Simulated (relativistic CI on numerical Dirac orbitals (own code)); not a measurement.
Computed by Dirac-Coulomb-Breit CI, KLI orbitals optimised for each configuration, model QED (radiative potential, 1s self-energy scaled to tabulated hydrogen-like ionisation energies), valence Slater integrals scaled by 0.85, P86 correlation energy added to each configuration (own radial code, finite nucleus).

Configuration list (outside the closed core 1s2): 2s²2p⁶, 2s²2p⁵3s, 2s²2p⁵3p, 2s²2p⁵3d, 2s²2p⁵4s, 2s²2p⁵4p, 2s²2p⁵4d, 2s²2p⁵4f, 2s2p⁶3s, 2s²2p⁵5s, 2s²2p⁵5p, 2s²2p⁵5d, 2s²2p⁵5f, 2s²2p⁵5g, 2s²2p⁴3s², 2s2p⁶3p, 2s²2p⁴3s3p, 2s2p⁶3d, 2s²2p⁴3p², 2s²2p⁴3s3d, 2s²2p⁴3p3d, 2s2p⁶4s, 2s2p⁶4p, 2s2p⁶4d, 2s2p⁶4f. Levels of other configurations are missing.

At this charge configurations can still be misplaced by up to about 7 % of their energy. 28 of the 41 excited levels that our extract of the measured tables holds in this range could be paired (the sources list more); they are missed by 1127 cm⁻¹ on average and 2194 at most, and levels without a partner can miss by more.

Outline of the computed level scheme of Si V. Lowest level of each configuration: 2s²2p⁶ ¹S0 at 0.000 eV; 2s²2p⁵3s ³P°2 at 103.791 eV; 2s²2p⁵3p ³S1 at 112.552 eV; 2s²2p⁵3d ³P°0 at 126.108 eV; 2s²2p⁵4s ³P°2 at 136.031 eV; 2s²2p⁵4p ³S1 at 139.223 eV; 2s²2p⁵4d ³P°0 at 143.950 eV.

Some strong electric-dipole decays among the lowest 45 levels: 2s²2p⁵3d ¹P°1 → 2s²2p⁶ ¹S0 (2.9e+11 s⁻¹); 2s²2p⁵3s ¹P°1 → 2s²2p⁶ ¹S0 (3.6e+10 s⁻¹); 2s²2p⁵3d ³D°1 → 2s²2p⁶ ¹S0 (2.2e+10 s⁻¹); 2s²2p⁵4s ¹P°1 → 2s²2p⁶ ¹S0 (7.9e+09 s⁻¹); 2s²2p⁵4s ³P°1 → 2s²2p⁶ ¹S0 (5.3e+09 s⁻¹); 2s²2p⁵3s ³P°1 → 2s²2p⁶ ¹S0 (4.8e+09 s⁻¹); 2s²2p⁵3p ¹S0 → 2s²2p⁵3s ¹P°1 (3.1e+09 s⁻¹); 2s²2p⁵4s ³P°2 → 2s²2p⁵3p ³D3 (3.0e+09 s⁻¹).

LS names give the leading component of a level, which can be under half, so a name can repeat, a term be missing and a line seem to break the LS rules.
